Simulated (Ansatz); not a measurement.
A CCSD(T) single point on CH$_{6}$OSSi, SMILES `O[SiH2]CS`.

```yaml
crystal:
  periodic: [false, false, false]
  atoms:
    - {symbol: O, position_ang: [-1.785029, 0.553125, -0.514599]}
    - {symbol: Si, position_ang: [-0.488246, 0.755297, 0.474239]}
    - {symbol: C, position_ang: [0.558151, -0.801355, 0.463128]}
    - {symbol: S, position_ang: [1.000242, -1.196509, -1.255805]}
    - {symbol: H, position_ang: [-1.577377, 0.137043, -1.356555]}
    - {symbol: H, position_ang: [-1.030275, 1.059147, 1.821417]}
    - {symbol: H, position_ang: [0.392374, 1.870230, 0.021397]}
    - {symbol: H, position_ang: [-0.037628, -1.651285, 0.806188]}
    - {symbol: H, position_ang: [1.450936, -0.748013, 1.089056]}
    - {symbol: H, position_ang: [1.599852, -0.028881, -1.545564]}
basis:
  gaussian: {orbitals: def2-TZVPP}
correlation: {method: ccsd_t}
output: {orbitals: {seedname: orbitals}}
```

```sh
$ ansatz run in.yaml --threads 2 --pin off --events-out ev --progress --plain --max-ram 4352MiB
```

The program prints (abridged):

```
Functional definition: HF
1328 factors; integrals over basis functions are off by at most 9.1e-4 eV
mean field evaluation 1: about -21841.9632 eV, gradient 3.9e1 eV
mean field evaluation 2: about -21842.2180 eV, gradient 3.9e1 eV
mean field evaluation 4: about -21845.5877 eV, gradient 3.8e0 eV
mean field evaluation 8: about -21845.6503 eV, gradient 2.9e-1 eV
mean field -21845.65072647 eV, -802.8128566837 hartree, gradient 2.7e-6 eV, S^2 0.000000; 0 other end points of the search recorded, 0 dependent functions left out
12 core orbitals not correlated: weight in the atoms' cores, before any rotation towards them, 1.000 or more for the frozen orbitals, at most 0.000 for the correlated occupied ones
reference -21845.65072647 eV, -802.8128566837 hartree; 13, 13 occupied and 205, 205 virtual orbitals, 1328 factors
second order -19.64272274 eV of doubles, -0.00000000 eV of singles
cycle   1  -20.30821693 eV  change   -6.7e-1 eV  update   9.4e-2
cycle   2  -20.81437694 eV  change   -5.1e-1 eV  update   2.7e-2
cycle   3  -20.90788212 eV  change   -9.4e-2 eV  update   1.3e-2
cycle   4  -20.90028662 eV  change    7.6e-3 eV  update   2.8e-3
cycle   5  -20.89971809 eV  change    5.7e-4 eV  update   1.1e-3
cycle   6  -20.89984359 eV  change   -1.3e-4 eV  update   3.2e-4
cycle   7  -20.89968210 eV  change    1.6e-4 eV  update   1.3e-4
cycle   8  -20.89966131 eV  change    2.1e-5 eV  update   4.5e-5
cycle   9  -20.89967455 eV  change   -1.3e-5 eV  update   1.8e-5
perturbative correction -0.81669287 eV, -0.0300129093 hartree
Total energy: -21867.36709389 eV, -803.6109184666 hartree
```

Run time 94 s (2 threads of an AMD EPYC 7B13 on a shared host); peak host memory 3.8 GiB.

Correlation energy per correlated electron: -0.835 eV. T1 diagnostic: 0.0109.
